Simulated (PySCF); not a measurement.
# What settings do to a single point of [Eu(H2O)3]3+

The sound run of [Eu(H2O)3]3+ (singlet in the valence; each metal's 4f electrons, 6 of them, lie in its core potential, out of spins and levels) uses PySCF 2.14.0, RKS PBE, Eu lcecp-1-SVP with ECP52, O def2-SVP, H def2-SVP; non-relativistic Hamiltonian with scalar-relativistic core potentials where named; density fitting; no spin-orbit coupling, grid (50, 194), threshold 1e-8 Eh and 55 cycles, at the relaxed geometry:

```xyz
10

Eu    0.0000    0.0000    0.0000
O     2.2959    0.0000    0.0000
H     2.9201   -0.7695    0.1252
H     2.9201    0.7694   -0.1252
O    -1.1479    1.9883    0.0000
H    -0.7937    2.9136    0.1252
H    -2.1264    2.1441   -0.1252
O    -1.1480   -1.9883    0.0000
H    -2.1264   -2.1441    0.1252
H    -0.7937   -2.9136   -0.1252
```

There Eu1 has a Mulliken charge of 1.85 e and the dipole about the centre of mass is 0.00 D. Each run below changes one thing and starts from free metal ions and neutral atoms unless it says otherwise; with 55 cycles, smearing, a level shift and second-order steps follow where DIIS fails, and their cycles count. Energy shifts count from the sound run. On f atoms grids over 110 angular points are at least (60, 302).

```
       change        outcome  cycles  energy shift (eV)  largest force component (eV/Å)  charge on Eu1 (e)  dipole about the centre of mass (D)
cycle limit 5  not converged       5                  –                               –                  –                                    –
```

**Question.** One further run converged with energy shift (eV) 0.48, largest force component (eV/Å) 1.83, charge on Eu1 (e) 1.90, dipole about the centre of mass (D) 0.00. Which change was it?
A. threshold 1e-06
B. start from the bare core Hamiltonian, limit 90 cycles
C. all coordinates × 1.05

**Answer.** C.

**Question.** And the other changes listed?

**Answer.** 
```tsv
change	outcome	cycles	energy shift (eV)	largest force component (eV/Å)	charge on Eu1 (e)	dipole about the centre of mass (D)
threshold 1e-06	converged	9	0.0000	0.01	1.85	0.00
start from the bare core Hamiltonian, limit 90 cycles	converged	14	0.0000	0.01	1.85	0.00
```

Forces carry noise of the integration grid, about 0.01 to 0.03 eV/Å.

A frequency check found unstable modes (1, the lowest at -16 cm⁻¹), so the relaxed geometry is a saddle point, or these are noise. An lcecp potential fixes the number of 4f electrons, so in runs with it no electron can move into or out of that shell.
